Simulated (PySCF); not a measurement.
**Spectroscopy problems**

- σ from GIAO-PBE0/pcSseg-1
- GFN2-xTB structure
- program: PySCF 2.14.0 with density-fitted response routines
- averaged over atoms made equivalent by symmetry, fast rotation or ring inversion, single conformer, relativity neglected, in vacuum

Shifts are taken against calculated references (same method and geometry level): TMS for ¹H (σref 31.72), ¹³C (σref 186.93). Where no couplings were computed, multiplicities follow the n + 1 count of equivalent neighbours, and m marks all less simple cases (inequivalent or close neighbours, rings, F or P nearby). Shifts are as computed. Against solution values, carbons near 30 ppm lie about +3 ppm off and those near 130 ppm about +5 ppm. Of 1309 compounds with measured shifts, 239 miss one by over three times the rms of a fit or turn the order of signals round; such compounds aren't used in these exercises.

Q: C₆H₈OSi. ¹H NMR (500 MHz, computed): δ 9.53 (s, 1H), 3.82 (s, 3H), 1.99 (m, 1H), 1.61 (m, 1H), 1.50 (d, 1H), 1.33 (m, 1H). ¹³C{¹H} NMR (computed): δ 212.1 (CH), 86.3 (C), 76.2 (CH), 26.4 (C), 22.5 (CH2), 15.1 (CH). Identify the compound.

A: SMILES C#C[C@@H]1C[C@]1([SiH3])C=O. Rings plus π bonds: 4 (1 ring in the answer). 6 carbon signals for 6 carbons: no two carbons are equivalent. Carbon types of the structure: 2 × C, 3 × CH, 1 × CH2, leaving 3 H on heteroatoms. δC 212.1: aldehyde carbonyl carbon; low-lying n→π* states of the double bond to the heteroatom give a large paramagnetic term (-273 ppm). δC 86.3: alkyne carbon; the triple bond shields along its axis, which puts it between sp3 and sp2 carbons. δC 76.2: terminal alkyne carbon; sp carbons lie upfield of alkene carbons because the cylindrical π system leaves one tensor component strongly shielded. δH 9.53: hydrogen on an aldehyde carbonyl carbon; deshielded by the polar, anisotropic C=O bond.

The data come from this structure; uniqueness wasn't tested.

Q: C₆H₈OSi. ¹H NMR (600 MHz, computed): δ 6.02 (br s, 1H), 5.81 (br s, 1H), 5.81 (m, 1H), 3.80 (m, 1H), 3.74 (m, 1H), 0.58 (d, 3H). ¹³C{¹H} NMR (computed): δ 178.7 (C), 158.6 (C), 134.5 (CH2), 33.7 (CH2), 6.6 (C), 1.3 (CH3). What is it?

A: SMILES C1C(=C)[Si@@H](C)C1=C=O. Rings plus π bonds: 4 (1 ring in the answer). 6 carbon signals for 6 carbons: no two carbons are equivalent. Carbon types of the structure: 3 × C, 2 × CH2, 1 × CH3, leaving 1 H on heteroatoms. δC 178.7: central carbon of a ketene. δC 158.6: fully substituted alkene carbon; an sp2 carbon of a C=C bond. δC 134.5: terminal =CH2 carbon; as expected for a trigonal carbon in a double bond. δH 0.58: hydrogen on a methyl carbon bonded to Si; an electropositive neighbour shields it, as in TMS itself.

The data come from this structure; uniqueness wasn't tested.
